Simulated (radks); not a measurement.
The numbers below are computed, except where a source is named.
Trend from Co to Ir: ionisation energy by Delta-SCF between NIST ground configurations, and size. Code: a radial shooting solver on a logarithmic mesh with Libxc functionals. Model: scalar-relativistic Kohn-Sham, PBE, spin-polarised, spherical densities, finite nucleus; open shells are filled with parallel spins first (spin-orbit coupling, left out, can overturn this in heavy ions); Fermi nuclear charge, rms radius of each element as measured or else 0.836 A^(1/3) + 0.57 fm.

| species | configuration | configuration of the ion | IE (eV) | NIST (eV) | kind | -e(HOMO) (eV) | r at 0.001 e/bohr^3 (bohr) |
|---|---|---|---|---|---|---|---|
| Co | [Ar] 3d7 4s2 | [Ar] 3d8 | 7.733 | 7.881 | exp. | 5.175 (4s) | 4.39 |
| Rh | [Kr] 4d8 5s1 | [Kr] 4d8 | 7.852 | 7.459 | exp. | 4.762 (5s) | 4.39 |
| Ir | [Xe] 4f14 5d7 6s2 | [Xe] 4f14 5d7 6s1 | 9.027 | 8.967 | exp. | 5.806 (6s) | 4.53 |

Reference values: NIST Atomic Spectra Database (exp. = measured, semi-emp. = semi-empirical, theory = theoretical value adopted there). Open shells are spherical and high-spin; term and fine-structure splittings are not resolved. Spin-orbit splitting is averaged out at the scalar-relativistic level.
